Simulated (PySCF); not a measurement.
Molecule: SMILES O=C(O)c1ccoc1, C5H4O3.

Bonds (- single, = double, # triple, : aromatic): O1=C2, C2-O3, C2-C4, C4:C5, C5:C6, C6:O7, O7:C8, C8:C4. O3 carries H9; C5 carries H10; C6 carries H11; C8 carries H12.

Frames of a GFN2-xTB Langevin trajectory at 300 K; GIAO PBE0/pcSseg-1 shieldings in PySCF, gas phase, non-relativistic; equivalent atoms averaged within each frame.

Referencing at the same level of theory: ¹⁷O (σref 336.08) against H2O; ¹³C (σref 186.93), ¹H (σref 31.72) against TMS. The references are static minima.

**Question.** How do the shifts (ppm) fluctuate along the trajectory?

**Answer.** 
| time (fs) | O1 | O7 | O3 | C2 | C8 | C6 | C4 | C5 | H12 | H11 |
| --- | --- | --- | --- | --- | --- | --- | --- | --- | --- | --- |
| optimised geometry | 413.5 | 309.0 | 205.8 | 167.5 | 155.9 | 147.5 | 125.1 | 119.0 | 8.31 | 7.50 |
| 250 | 429.1 | 323.2 | 220.5 | 167.0 | 154.6 | 146.4 | 128.4 | 124.0 | 8.80 | 8.08 |
| 425 | 400.1 | 306.3 | 194.6 | 160.0 | 158.7 | 153.2 | 124.6 | 126.6 | 7.96 | 7.74 |
| 625 | 461.1 | 301.9 | 222.0 | 180.0 | 170.6 | 146.9 | 131.6 | 121.3 | 8.33 | 7.85 |
| 800 | 427.3 | 317.9 | 189.4 | 168.9 | 161.4 | 147.6 | 126.5 | 113.8 | 8.28 | 7.84 |
| 1000 | 418.7 | 292.1 | 209.5 | 171.7 | 154.6 | 142.5 | 128.8 | 110.2 | 8.13 | 6.96 |
| mean of frames | 427.3 | 308.3 | 207.2 | 169.5 | 160.0 | 147.3 | 128.0 | 119.2 | 8.30 | 7.70 |
| standard deviation | 22.2 | 12.4 | 14.8 | 7.3 | 6.6 | 3.8 | 2.6 | 6.9 | 0.31 | 0.43 |

5 frames give an uncertainty of the mean of about the standard deviation over 2.2 at best, since frames this close in time may not be independent; classical motion lacks zero-point vibration, and the reference would need the same averaging.
